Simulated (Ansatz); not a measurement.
Gas-phase electronic energies from Ansatz, PBE0-D4/def2-TZVP geometries. CCSD(T)/CBS is the MP2 limit (def2-TZVPP, def2-QZVPP) plus CCSD(T) − MP2 in def2-TZVPP, frozen cores. DFT in def2-TZVPP. B3LYP here is the variant with VWN-RPA as its local correlation; programs differ in this. def2 core potentials past Kr. For In, Se outer-core shells are correlated without core-valence functions, which leaves a few kJ/mol of doubt a bond. Scalar relativity is left out up to krypton.

Consider the cleavage of the In–Si bond: `[SiH3][SiH2][InH2]` + `C[SeH]` → `C[Se][InH2]` + disilane.

`[SiH3][SiH2][InH2]`:

Cartesian coordinates in Å:
```
Si -0.759 -0.297 -1.629
Si -0.739 0.077 0.681
In 1.678 0.329 1.518
H -2.140 -0.462 -2.158
H 0.021 -1.525 -1.947
H -0.118 0.849 -2.332
H -1.554 1.293 0.963
H -1.415 -1.081 1.336
H 2.399 1.889 1.700
H 2.628 -1.072 1.868
```

`C[SeH]`:

Cartesian coordinates in Å:
```
C -0.460 0.159 -0.247
Se 0.660 -0.285 1.284
H -0.044 1.002 -0.794
H -1.430 0.439 0.162
H -0.580 -0.705 -0.897
H 1.853 -0.610 0.492
```

`C[Se][InH2]`:

Cartesian coordinates in Å:
```
C 0.375 1.270 -0.730
Se -1.235 0.695 0.237
In -0.530 -1.589 0.940
H 0.756 2.171 -0.253
H 1.137 0.493 -0.708
H 0.098 1.485 -1.760
H 1.056 -2.016 0.431
H -1.657 -2.509 1.843
```

`[SiH3][SiH3]`:

Z-matrix (Å, degrees):
```
Si
Si 1 2.338
H 1 1.488 2 110.3
H 1 1.488 2 110.3 3 120.0
H 1 1.488 2 110.3 3 -120.0
H 2 1.488 1 110.3 3 59.9
H 2 1.488 1 110.3 3 179.9
H 2 1.488 1 110.3 3 -60.1
```

| level | ΔE (kJ/mol) | difference from CCSD(T)/CBS |
| --- | --- | --- |
| LDA (SPW92) | -72.3 | 9.2 |
| PBE-D4 | -71.4 | 10.1 |
| revPBE-D4 | -71.1 | 10.4 |
| BLYP-D4 | -79.1 | 2.4 |
| r2SCAN-D4 | -78.1 | 3.4 |
| B3LYP-D4 | -79.3 | 2.2 |
| ωB97M-V | -76.8 | 4.7 |
| BLYP | -79.0 | 2.5 |
| r2SCAN | -78.3 | 3.2 |
| B3LYP | -79.5 | 2.0 |
| CAM-B3LYP | -79.4 | 2.1 |
| RPA@PBE/def2-TZVPP | -74.4 | 7.1 |
| CCSD(T)/def2-SVP | -75.5 | 6.0 |
| MP2/def2-TZVPP | -81.8 | -0.3 |
| CCSD/def2-TZVPP | -76.3 | 5.2 |
| MP2/def2-QZVPP | -84.6 | -3.1 |
| CCSD(T)/CBS | -81.5 | 0 |

Largest T1 diagnostic among the species: 0.014.

Leaving LDA and LC-ωPBE aside and taking each functional with its dispersion term where it has one, the values, not all of them listed here, spread over 11.1 kJ/mol, from BHLYP-D4 to revPBE-D4. From BLYP to BHLYP (50 % exact exchange), in def2-TZVPP and without D4, ΔE moves by −3.8 kJ/mol.
